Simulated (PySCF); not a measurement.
H₃S, SMILES [SH3+], charge +1. Geometry: B3LYP-D3(BJ)/def2-TZVPD. The isomer is the one that the SMILES or the coordinates give; other isomers of the formula were not compared.

TDA-PBE/def2-TZVPD in PySCF puts the lowest singlet excitations at 9.40, 9.40, 10.07, 11.22, 12.11, 12.11 eV.

**Question.** What are the lowest excitation roots from ADC(3)/aug-cc-pVDZ run with PySCF 2.14.0? (Estimate from the structure and the level; the computed values follow.)

**Answer.** 9.80, 9.80, 10.52, 12.07, 12.98, 12.98 eV. S1 differs by 0.40 eV (second minus first; roots are paired by order, and the bases may differ).
